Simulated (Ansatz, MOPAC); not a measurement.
Bond stretch in CH (cation, charge +1), singlet.

Computed with: PM6, restricted, heats of formation (MOPAC); FCI = Ansatz (an electronic-structure program) with full CI/aug-cc-pVDZ, frozen core.

Energies relative to the lowest point of each curve near equilibrium, in kcal/mol:

```csv
R / Å,PM6
1.09,0.0
1.10,0.0
1.14,0.4
1.20,2.4
1.27,6.5
1.34,12.2
1.42,20.1
1.54,33.7
1.87,72.8
2.51,124.2
3.05,143.4
3.93,154.4
```

Q: What does FCI give at the same points?

A: 1.09: 1.2; 1.10: 0.8; 1.14: 0.0; 1.20: 0.8; 1.27: 3.8; 1.34: 8.2; 1.42: 14.3; 1.54: 24.5; 1.87: 50.6; 2.51: 79.9; 3.05: 88.3; 3.93: 91.3 (kcal/mol).

The restricted form behind PM6 keeps the bonding electrons paired and can't separate into open-shell fragments.
